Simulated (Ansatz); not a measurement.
Ca₄O₃. The state is a singlet with charge 0. Geometry r2SCAN-D4/def2-SVP.

```xyz
7

Ca   -1.887    0.376    3.084
Ca    1.524   -0.242   -2.874
Ca    0.831   -0.611    1.253
Ca   -1.098    0.684   -0.920
O    -1.089    0.324    1.174
O     1.185    0.411   -0.743
O     0.535   -0.943   -0.973
```

The structure holds 1 bond(s) between oxygen atoms. The restricted singlet is unstable towards broken spin symmetry in Hartree–Fock (as tested in another run); at LDA (SPW92)/def2-TZVP, PBE-D4/def2-SVP, PBE-D4/def2-TZVP, r2SCAN-D4/def2-TZVP and others this wasn't settled. Another isomer (singlet) lies 4.65 eV lower at PBE0-D4/def2-TZVP; other spin states weren't run for this one.

(1) Estimate the orbital energies around the gap (eV) in Ansatz with LDA (SPW92)/def2-TZVP, PBE-D4/def2-SVP, PBE-D4/def2-TZVP, r2SCAN-D4/def2-TZVP, PBE0-D4/def2-TZVP.

## Answers

(1) 
```json
{"orbital": "HOMO−9", "LDA (SPW92)/def2-TZVP": "-10.85", "PBE-D4/def2-SVP": "-10.59", "PBE-D4/def2-TZVP": "-10.59", "r2SCAN-D4/def2-TZVP": "-10.91", "PBE0-D4/def2-TZVP": "-11.82"}
{"orbital": "HOMO−8", "LDA (SPW92)/def2-TZVP": "-10.02", "PBE-D4/def2-SVP": "-9.82", "PBE-D4/def2-TZVP": "-9.78", "r2SCAN-D4/def2-TZVP": "-10.24", "PBE0-D4/def2-TZVP": "-11.59"}
{"orbital": "HOMO−7", "LDA (SPW92)/def2-TZVP": "-9.86", "PBE-D4/def2-SVP": "-9.64", "PBE-D4/def2-TZVP": "-9.62", "r2SCAN-D4/def2-TZVP": "-10.09", "PBE0-D4/def2-TZVP": "-11.43"}
{"orbital": "HOMO−6", "LDA (SPW92)/def2-TZVP": "-7.20", "PBE-D4/def2-SVP": "-6.98", "PBE-D4/def2-TZVP": "-6.97", "r2SCAN-D4/def2-TZVP": "-7.28", "PBE0-D4/def2-TZVP": "-8.42"}
{"orbital": "HOMO−5", "LDA (SPW92)/def2-TZVP": "-7.09", "PBE-D4/def2-SVP": "-6.88", "PBE-D4/def2-TZVP": "-6.87", "r2SCAN-D4/def2-TZVP": "-7.21", "PBE0-D4/def2-TZVP": "-8.37"}
{"orbital": "HOMO−4", "LDA (SPW92)/def2-TZVP": "-7.06", "PBE-D4/def2-SVP": "-6.83", "PBE-D4/def2-TZVP": "-6.83", "r2SCAN-D4/def2-TZVP": "-7.14", "PBE0-D4/def2-TZVP": "-8.23"}
{"orbital": "HOMO−3", "LDA (SPW92)/def2-TZVP": "-6.68", "PBE-D4/def2-SVP": "-6.47", "PBE-D4/def2-TZVP": "-6.46", "r2SCAN-D4/def2-TZVP": "-6.81", "PBE0-D4/def2-TZVP": "-7.93"}
{"orbital": "HOMO−2", "LDA (SPW92)/def2-TZVP": "-6.32", "PBE-D4/def2-SVP": "-6.12", "PBE-D4/def2-TZVP": "-6.12", "r2SCAN-D4/def2-TZVP": "-6.47", "PBE0-D4/def2-TZVP": "-7.60"}
{"orbital": "HOMO−1", "LDA (SPW92)/def2-TZVP": "-3.36", "PBE-D4/def2-SVP": "-3.21", "PBE-D4/def2-TZVP": "-3.23", "r2SCAN-D4/def2-TZVP": "-3.25", "PBE0-D4/def2-TZVP": "-3.70"}
{"orbital": "HOMO", "LDA (SPW92)/def2-TZVP": "-3.02", "PBE-D4/def2-SVP": "-2.90", "PBE-D4/def2-TZVP": "-2.90", "r2SCAN-D4/def2-TZVP": "-2.94", "PBE0-D4/def2-TZVP": "-3.36"}
{"orbital": "LUMO", "LDA (SPW92)/def2-TZVP": "-2.31", "PBE-D4/def2-SVP": "-2.18", "PBE-D4/def2-TZVP": "-2.19", "r2SCAN-D4/def2-TZVP": "-2.12", "PBE0-D4/def2-TZVP": "-1.80"}
{"orbital": "LUMO+1", "LDA (SPW92)/def2-TZVP": "-2.23", "PBE-D4/def2-SVP": "-2.01", "PBE-D4/def2-TZVP": "-2.03", "r2SCAN-D4/def2-TZVP": "-1.93", "PBE0-D4/def2-TZVP": "-1.62"}
{"orbital": "LUMO+2", "LDA (SPW92)/def2-TZVP": "-2.16", "PBE-D4/def2-SVP": "-1.74", "PBE-D4/def2-TZVP": "-1.99", "r2SCAN-D4/def2-TZVP": "-1.80", "PBE0-D4/def2-TZVP": "-1.14"}
{"orbital": "LUMO+3", "LDA (SPW92)/def2-TZVP": "-1.57", "PBE-D4/def2-SVP": "-1.23", "PBE-D4/def2-TZVP": "-1.45", "r2SCAN-D4/def2-TZVP": "-1.33", "PBE0-D4/def2-TZVP": "-0.95"}
{"orbital": "LUMO+4", "LDA (SPW92)/def2-TZVP": "-1.36", "PBE-D4/def2-SVP": "-0.95", "PBE-D4/def2-TZVP": "-1.26", "r2SCAN-D4/def2-TZVP": "-1.20", "PBE0-D4/def2-TZVP": "-0.72"}
{"orbital": "LUMO+5", "LDA (SPW92)/def2-TZVP": "-1.26", "PBE-D4/def2-SVP": "-0.94", "PBE-D4/def2-TZVP": "-1.10", "r2SCAN-D4/def2-TZVP": "-0.92", "PBE0-D4/def2-TZVP": "-0.48"}
```
